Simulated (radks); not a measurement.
The numbers below are computed, except where a source is named.
All-electron atom: neutral promethium in [Xe] 4f5 6s2. Level of theory: Dirac Kohn-Sham, PBE, spin-unpolarised, spherical densities, point nucleus; open shells are shared between the two j in proportion to 2j + 1 (a radial shooting solver on a logarithmic mesh with Libxc functionals).

Normalised radial functions P(r) = r R(r) (large component), r in bohr:

```
   r/bohr * 5p1/2, o 4f5/2, + 5d5/2 (the largest magnitude, 0.984, reaches the edge; | marks zero, & curves that meet)
 0.001307                             &
 0.001521                             &
 0.001785                             &
 0.002078                             &
 0.002439                             &
 0.002839                             &
 0.003305                             &
 0.003879                             &
 0.004516                             &
 0.005257                             &*
 0.006169                             &*
 0.007182                             &*
 0.008361                             &*
 0.009811                             &*
  0.01142                             & *
   0.0134                             & *
   0.0156                             & *
  0.01817                             &  *
  0.02132                             &   *
  0.02482                             &   *
  0.02889                             &    *
   0.0339                             &    *
  0.03947                             o+    *
  0.04595                             o+    *
  0.05392                             o+    *
  0.06277                             o +  *
  0.07367                             |o+ *
  0.08576                             |o*+
  0.09984                            *| o+
   0.1172                          *  | o +
   0.1364                       *     |  o+
   0.1588                     *       |   +o
   0.1863                     *       |   +  o
   0.2169                      *      |  +     o
   0.2546                         *   |+           o
   0.2963                            +|*              o
    0.345                          +  |     *            o
   0.4049                        +    |          *          o
   0.4713                       +     |            *           o
   0.5487                       +     |          *              o
   0.6439                        +    |     *                    o
   0.7496                          +* |                         o
   0.8727                   *         +                        o
    1.024           *                 |   +                 o
    1.192      *                      |       +          o
    1.399    *                        |          +    o
    1.629     *                       |            &
    1.896         *                   |          o   +
    2.225              *              |       o      +
     2.59                   *         |     o        +
    3.016                      *      |   o         +
    3.539                         *   |  o         +
     4.12                           * | o        +
    4.796                            *|o       +
    5.628                             *o     +
    6.552                             *o   +
    7.689                             &   +
    8.951                             & +
    10.42                             &+
    12.23                             &+
    14.24                             &
```

5p1/2: eigenvalue -24.955 eV, 3 radial nodes at r = 0.0960, 0.287, 0.729 bohr, <r> = 1.63 bohr, 90 % of the charge inside 2.39 bohr. 4f5/2: eigenvalue -2.416 eV, 0 radial nodes, <r> = 1.06 bohr, 90 % of the charge inside 1.87 bohr. 5d5/2 (empty): eigenvalue -1.736 eV, 2 radial nodes at r = 0.279, 0.864 bohr, <r> = 3.38 bohr, 90 % of the charge inside 5.65 bohr.
